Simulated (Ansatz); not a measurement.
Ansatz (a program for electronic structure) input file for 2,3-dihydro-1,4-oxaselenine (C₄H₆OSe), SMILES C1=C[Se]CCO1, B3LYP-D3(BJ)/def2-SVP. 

Ansatz 0.2 input:
```yaml
crystal:
  periodic: [false, false, false]
  atoms:
    - {symbol: C, position_ang: [1.24463122, -1.39261520, -0.08821373]}
    - {symbol: C, position_ang: [1.40138956, -0.09472590, 0.15600040]}
    - {symbol: Se, position_ang: [-0.01638897, 1.16837902, 0.23170248]}
    - {symbol: C, position_ang: [-1.39132938, -0.23533893, 0.20263237]}
    - {symbol: C, position_ang: [-0.99538414, -1.29831144, -0.81236350]}
    - {symbol: O, position_ang: [0.11820114, -2.06889225, -0.42419273]}
    - {symbol: H, position_ang: [2.08505986, -2.07282268, -0.03161546]}
    - {symbol: H, position_ang: [2.37321910, 0.30684687, 0.38785885]}
    - {symbol: H, position_ang: [-2.33880555, 0.22686845, -0.07160141]}
    - {symbol: H, position_ang: [-1.46349448, -0.66541411, 1.20276597]}
    - {symbol: H, position_ang: [-0.79336235, -0.82177500, -1.78245168]}
    - {symbol: H, position_ang: [-1.80684441, -2.02150337, -0.93763183]}
basis:
  gaussian:
    orbitals: def2-SVP
hamiltonian:
  xc: b3lyp
  dispersion: d3bj
relax: {f_tol: 0.002, max_steps: 200}
```

Log of the run:

```
WARN ansatz: RAYON_NUM_THREADS=1 ignored (pool sized by the plan → 1); use --threads N
Functional definition: B3LYP
integrals: 0.11 GiB planned
1461 factors; integrals over basis functions are off by at most 4.1e-4 eV
mean field: 0.75 GiB planned
mean field evaluation 1: about -71621.4227 eV, gradient 5.8e1 eV
mean field evaluation 2: about -71613.7471 eV, gradient 7.9e1 eV
mean field evaluation 4: about -71629.6889 eV, gradient 5.1e0 eV
mean field evaluation 8: about -71629.7818 eV, gradient 3.3e-1 eV
mean field evaluation 16: about -71629.7820 eV, gradient 4.7e-5 eV
mean field -71629.78200517 eV, -2632.3459362798 hartree, gradient 1.5e-5 eV, S^2 0.000000; 0 other end points of the search recorded, 0 dependent functions left out
the calculation of the forces begins
reference -71629.78224168 eV, -2632.3459449716 hartree; 36, 36 occupied and 96, 96 virtual orbitals, 1461 factors
relax step   1: F+E_penalty+E_count = -71630.35863520 eV  Δ(F+E_penalty+E_count) = +0.000e0 eV  max|allowed force component| = 6.348e-1 eV/Å  Δτ_max = 0.0000 Å  (29 SCF iters, accepted)
these checks for a lower state are left out or cut short: starts, cluster_reference, orbital_swaps, neighbouring_geometries, increment
integrals: 0.11 GiB planned
1461 factors; integrals over basis functions are off by at most 4.3e-4 eV
mean field: 0.75 GiB planned
mean field -71629.81221821 eV, -2632.3470465886 hartree, gradient 1.1e-5 eV, S^2 0.000000; 0 other end points of the search recorded, 0 dependent functions left out
the calculation of the forces begins
reference -71629.81245548 eV, -2632.3470553080 hartree; 36, 36 occupied and 96, 96 virtual orbitals, 1461 factors
relax step   2: F+E_penalty+E_count = -71630.38523615 eV  Δ(F+E_penalty+E_count) = -2.660e-2 eV  max|allowed force component| = 1.801e-1 eV/Å  Δτ_max = 0.0438 Å  (31 SCF iters, accepted)
these checks for a lower state are left out or cut short: starts, cluster_reference, orbital_swaps, neighbouring_geometries, increment
integrals: 0.11 GiB planned
1461 factors; integrals over basis functions are off by at most 4.3e-4 eV
mean field: 0.75 GiB planned
mean field evaluation 32: about -71629.8170 eV, gradient 1.1e-5 eV
mean field -71629.81695763 eV, -2632.3472207592 hartree, gradient 1.1e-5 eV, S^2 0.000000; 0 other end points of the search recorded, 0 dependent functions left out
the calculation of the forces begins
reference -71629.81719539 eV, -2632.3472294966 hartree; 36, 36 occupied and 96, 96 virtual orbitals, 1461 factors
relax step   3: F+E_penalty+E_count = -71630.38847401 eV  Δ(F+E_penalty+E_count) = -3.238e-3 eV  max|allowed force component| = 6.709e-2 eV/Å  Δτ_max = 0.0346 Å  (31 SCF iters, accepted)
these checks for a lower state are left out or cut short: starts, cluster_reference, orbital_swaps, neighbouring_geometries, increment
integrals: 0.11 GiB planned
1461 factors; integrals over basis functions are off by at most 4.3e-4 eV
mean field: 0.75 GiB planned
mean field -71629.81767058 eV, -2632.3472469594 hartree, gradient 2.3e-5 eV, S^2 0.000000; 0 other end points of the search recorded, 0 dependent functions left out
the calculation of the forces begins
reference -71629.81790821 eV, -2632.3472556925 hartree; 36, 36 occupied and 96, 96 virtual orbitals, 1461 factors
relax step   4: F+E_penalty+E_count = -71630.38929464 eV  Δ(F+E_penalty+E_count) = -8.206e-4 eV  max|allowed force component| = 2.430e-2 eV/Å  Δτ_max = 0.0081 Å  (24 SCF iters, accepted)
these checks for a lower state are left out or cut short: starts, cluster_reference, orbital_swaps, neighbouring_geometries, increment
integrals: 0.11 GiB planned
1461 factors; integrals over basis functions are off by at most 4.3e-4 eV
mean field: 0.75 GiB planned
mean field -71629.81783260 eV, -2632.3472529136 hartree, gradient 2.0e-5 eV, S^2 0.000000; 0 other end points of the search recorded, 0 dependent functions left out
the calculation of the forces begins
reference -71629.81807023 eV, -2632.3472616465 hartree; 36, 36 occupied and 96, 96 virtual orbitals, 1461 factors
relax step   5: F+E_penalty+E_count = -71630.38944600 eV  Δ(F+E_penalty+E_count) = -1.514e-4 eV  max|allowed force component| = 2.051e-2 eV/Å  Δτ_max = 0.0089 Å  (25 SCF iters, accepted)
these checks for a lower state are left out or cut short: starts, cluster_reference, orbital_swaps, neighbouring_geometries, increment
integrals: 0.11 GiB planned
1461 factors; integrals over basis functions are off by at most 4.3e-4 eV
mean field: 0.75 GiB planned
mean field -71629.81786287 eV, -2632.3472540262 hartree, gradient 1.0e-5 eV, S^2 0.000000; 0 other end points of the search recorded, 0 dependent functions left out
the calculation of the forces begins
reference -71629.81810048 eV, -2632.3472627579 hartree; 36, 36 occupied and 96, 96 virtual orbitals, 1461 factors
relax step   6: F+E_penalty+E_count = -71630.38951753 eV  Δ(F+E_penalty+E_count) = -7.153e-5 eV  max|allowed force component| = 9.029e-3 eV/Å  Δτ_max = 0.0042 Å  (24 SCF iters, accepted)
these checks for a lower state are left out or cut short: starts, cluster_reference, orbital_swaps, neighbouring_geometries, increment
integrals: 0.11 GiB planned
1461 factors; integrals over basis functions are off by at most 4.3e-4 eV
mean field: 0.75 GiB planned
mean field -71629.81791176 eV, -2632.3472558228 hartree, gradient 1.1e-5 eV, S^2 0.000000; 0 other end points of the search recorded, 0 dependent functions left out
the calculation of the forces begins
reference -71629.81814936 eV, -2632.3472645545 hartree; 36, 36 occupied and 96, 96 virtual orbitals, 1461 factors
relax step   7: F+E_penalty+E_count = -71630.38953354 eV  Δ(F+E_penalty+E_count) = -1.601e-5 eV  max|allowed force component| = 2.498e-3 eV/Å  Δτ_max = 0.0033 Å  (24 SCF iters, accepted)
these checks for a lower state are left out or cut short: starts, cluster_reference, orbital_swaps, neighbouring_geometries, increment
integrals: 0.11 GiB planned
1461 factors; integrals over basis functions are off by at most 4.3e-4 eV
mean field: 0.75 GiB planned
mean field -71629.81793685 eV, -2632.3472567447 hartree, gradient 2.2e-5 eV, S^2 0.000000; 0 other end points of the search recorded, 0 dependent functions left out
the calculation of the forces begins
reference -71629.81817446 eV, -2632.3472654767 hartree; 36, 36 occupied and 96, 96 virtual orbitals, 1461 factors
relax step   8: F+E_penalty+E_count = -71630.38953414 eV  Δ(F+E_penalty+E_count) = -5.993e-7 eV  max|allowed force component| = 1.904e-3 eV/Å  Δτ_max = 0.0014 Å  (21 SCF iters, accepted)
integrals: 0.11 GiB planned
1461 factors; integrals over basis functions are off by at most 4.3e-4 eV
mean field: 0.75 GiB planned
mean field evaluation 64: about -71613.8799 eV, gradient 7.9e1 eV
mean field -71629.81793685 eV, -2632.3472567447 hartree, gradient 2.2e-5 eV, S^2 0.000000; 1 other end points of the search recorded, 0 dependent functions left out
the calculation of the forces begins
reference -71629.81817446 eV, -2632.3472654767 hartree; 36, 36 occupied and 96, 96 virtual orbitals, 1461 factors
Total energy: -71630.38977175 eV, -2632.3682712898 hartree
Atom 0 at     1.270952    -1.393552    -0.103520 Å, force     0.000004    -0.000037     0.001083 eV/Å
Atom 1 at     1.414889    -0.087170     0.167848 Å, force     0.000195     0.000542    -0.000288 eV/Å
Atom 2 at    -0.014744     1.170028     0.289741 Å, force     0.000088    -0.001164     0.001032 eV/Å
Atom 3 at    -1.398631    -0.227720     0.195879 Å, force     0.000118     0.000191    -0.000077 eV/Å
Atom 4 at    -1.005329    -1.307140    -0.805233 Å, force    -0.000238     0.000216     0.000807 eV/Å
Atom 5 at     0.130351    -2.061701    -0.411365 Å, force    -0.000262     0.000291    -0.001904 eV/Å
Atom 6 at     2.127493    -2.073272    -0.075973 Å, force    -0.000062    -0.000124     0.001027 eV/Å
Atom 7 at     2.406537     0.305903     0.395429 Å, force    -0.000110     0.000214    -0.001136 eV/Å
Atom 8 at    -2.330729     0.264119    -0.115969 Å, force    -0.000106     0.000045    -0.000052 eV/Å
Atom 9 at    -1.540515    -0.661469     1.195959 Å, force     0.000238     0.000374    -0.000347 eV/Å
Atom 10 at    -0.825278    -0.854161    -1.796296 Å, force    -0.000058    -0.000388     0.000196 eV/Å
Atom 11 at    -1.818105    -2.043171    -0.903611 Å, force     0.000192    -0.000159    -0.000340 eV/Å
Dipole moment:    -0.199784    -0.057288    -0.060516 e Å
```

Self-consistency was reached.

Cost: very roughly 70 core-seconds.
